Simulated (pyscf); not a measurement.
H₃Si–Nb(Cl)(Cl)(Cl)–Cl (SMILES [SiH3][Nb]([Cl])([Cl])([Cl])[Cl]), singlet

Gas-phase minimum from PySCF at ωB97X-D3(BJ)/def2-SVP, one conformer. 

```
Nb
Cl 1 2.2580
Cl 1 2.2703 2 128.00
Cl 1 2.2980 2 96.68 3 100.38
Cl 1 2.2989 2 96.58 4 159.40
Si 1 2.5965 2 116.14 5 -79.49
H 6 1.4869 1 113.65 2 -65.02
H 6 1.4869 7 109.86 4 -148.19
H 6 1.4947 7 110.11 8 -121.60
```
Charge 0, spin multiplicity 1.

Properties at ωB97X-D3(BJ)/def2-SVP:

```json
{
  "harmonic_wavenumbers_unscaled": "63, 71, 84, 136, 142, 153, 154, 196, 316, 376, 403, 425, 440, 484, 591, 872, 927, 975, 2240, 2278, 2285 cm⁻¹",
  "zero_point_energy": "19.5 kcal/mol",
  "rotational_symmetry_number": "1",
  "Entropy of this conformer at 298 K and 1 atm, rigid rotor and harmonic oscillator, modes under 100 cm⁻¹ raised to 100": "433.0 J/(mol K)",
  "dipole_moment": "0.56 D"
}
```

Single-point totals, which compare only within one level:

```json
[
 {"level": "ωB97X-D3(BJ)/def2-TZVP", "total energy (hartree)": "-2189.45769"},
 {"level": "PBE/def2-TZVP", "total energy (hartree)": "-2188.49742"},
 {"level": "r²SCAN/def2-TZVP", "total energy (hartree)": "-2189.26591"},
 {"level": "B3LYP-D3(BJ)/def2-TZVP", "total energy (hartree)": "-2189.49821"},
 {"level": "PBE0-D3(BJ)/def2-TZVP", "total energy (hartree)": "-2188.64172"},
 {"level": "M06-2X/def2-TZVP", "total energy (hartree)": "-2189.16732"},
 {"level": "ωB97M-D3(BJ)/def2-TZVP", "total energy (hartree)": "-2189.55705"}
]
```

Soft torsions are taken as harmonic, which can shift the entropy by several J/(mol K). Elements past Kr carry the def2 core potentials, without spin-orbit coupling.
